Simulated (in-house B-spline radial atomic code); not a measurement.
Pr³⁺: [Kr] (4d3/2)4 (4d5/2)5 (4f5/2)2 5s2 5p6 (6f7/2)1 (an excited or competing configuration)

Method: Dirac-Hartree-Fock, average of the jj configuration, Fermi nucleus of rms radius 4.8919 fm. Calculated with a B-spline radial code for spherical atoms.

Z_r = [3n² - l(l+1)]/(2<r>); Z_e = n√(-2ε); the last column is Slater's effective charge. Values are occupation-weighted means over j. An effective charge above Z reflects the relativistic contraction of the inner shells.

```json
{"shell": "1s", "electrons": "2", "ε (eV)": "-42283", "<r> (bohr)": "0.02409", "Z_r": "62.27", "Z_e": "55.75", "Slater": "58.70"}
{"shell": "2s", "electrons": "2", "ε (eV)": "-6957.1", "<r> (bohr)": "0.1025", "Z_r": "58.56", "Z_e": "45.23", "Slater": "54.85"}
{"shell": "2p", "electrons": "6", "ε (eV)": "-6238.3", "<r> (bohr)": "0.09032", "Z_r": "55.36", "Z_e": "42.83", "Slater": "54.85"}
{"shell": "3s", "electrons": "2", "ε (eV)": "-1589.7", "<r> (bohr)": "0.2708", "Z_r": "49.86", "Z_e": "32.43", "Slater": "47.75"}
{"shell": "3p", "electrons": "6", "ε (eV)": "-1355.1", "<r> (bohr)": "0.2689", "Z_r": "46.49", "Z_e": "29.94", "Slater": "47.75"}
{"shell": "3d", "electrons": "10", "ε (eV)": "-1018.4", "<r> (bohr)": "0.247", "Z_r": "42.52", "Z_e": "25.95", "Slater": "37.85"}
{"shell": "4s", "electrons": "2", "ε (eV)": "-375.42", "<r> (bohr)": "0.6182", "Z_r": "38.82", "Z_e": "21.01", "Slater": "31.25"}
{"shell": "4p", "electrons": "6", "ε (eV)": "-294.7", "<r> (bohr)": "0.6526", "Z_r": "35.25", "Z_e": "18.62", "Slater": "31.25"}
{"shell": "4d", "electrons": "9", "ε (eV)": "-176.16", "<r> (bohr)": "0.715", "Z_r": "29.37", "Z_e": "14.39", "Slater": "20.20"}
{"shell": "5s", "electrons": "2", "ε (eV)": "-88.009", "<r> (bohr)": "1.441", "Z_r": "26.01", "Z_e": "12.72", "Slater": "12.40"}
{"shell": "5p", "electrons": "6", "ε (eV)": "-63.761", "<r> (bohr)": "1.614", "Z_r": "22.61", "Z_e": "10.82", "Slater": "12.40"}
{"shell": "4f", "electrons": "2", "ε (eV)": "-56.958", "<r> (bohr)": "0.8924", "Z_r": "20.17", "Z_e": "8.18", "Slater": "13.65"}
{"shell": "6f", "electrons": "1", "ε (eV)": "-8.57", "<r> (bohr)": "8.012", "Z_r": "5.99", "Z_e": "4.76", "Slater": "4.00"}
```

The least bound orbital is 6f7/2 at -8.57 eV, and it is also the most diffuse (<r> = 8.012 bohr). The part-filled 4d shell lies below the filled 5p shell in orbital energy.

For the 1s electron the small component carries 4.78 % of the norm, the zero-frequency Breit interaction raises the level by 115.9 eV, self-energy by 67.9 eV, and vacuum polarisation lowers it by 10.27 eV.

The density falls to 0.001 bohr⁻³ at 3.497 bohr; Σ<r²> = 107.69 bohr² gives, by the non-relativistic formula and without the paramagnetism of open shells, a Langevin diamagnetic susceptibility of -85.29×10⁻⁶ cm³/mol.
